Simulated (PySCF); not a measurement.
# InF and its ions

RHF-CCSD; In def2-TZVPPD with ECP28, F def2-TZVPPD; scalar-relativistic core potentials (PySCF 2.14). Neutral (RHF): singlet (closed shell), Re = 1.991 Å, ωe = 534 cm⁻¹, De = 5.35 eV.

InF⁺ (UHF): doublet (σ ↑), Re = 1.894 Å, ωe = 630 cm⁻¹, De = 0.89 eV to In⁺ + F. The energies at the minima are -289.27578 hartree for InF and -288.91025 for InF⁺.

(1) Work out the adiabatic ionisation energy, without and with harmonic zero-point energies (1 hartree = 27.2114 eV, 1 eV = 8065.5 cm⁻¹), and the change of the bond length.

Correlated steps freeze 5 core orbitals. Spin–orbit coupling is left out, which matters for elements this heavy, above all for dissociation energies. For an ion De counts to the pair picked by the measured ionisation energies or electron affinities, which need not be the lowest pair at this level. Where the molecule has an RHF reference, its open-shell atoms are computed with UHF. States were picked by a PBE0 search and need not be the measured ground states.

Neutral and ion stand on different kinds of reference determinant, which adds to the error of the difference.

## Answers

(1) At CCSD: 0.36553 hartree = 9.947 eV between the minima; the zero-point term (630.0 − 534.0)/2 cm⁻¹ = +0.006 eV makes it 9.953 eV. Re changes by -9.7 pm against the neutral. The electron leaves a σ orbital, and the shorter bond of the ion fits an antibonding orbital, or a change in how ionic the bond is.
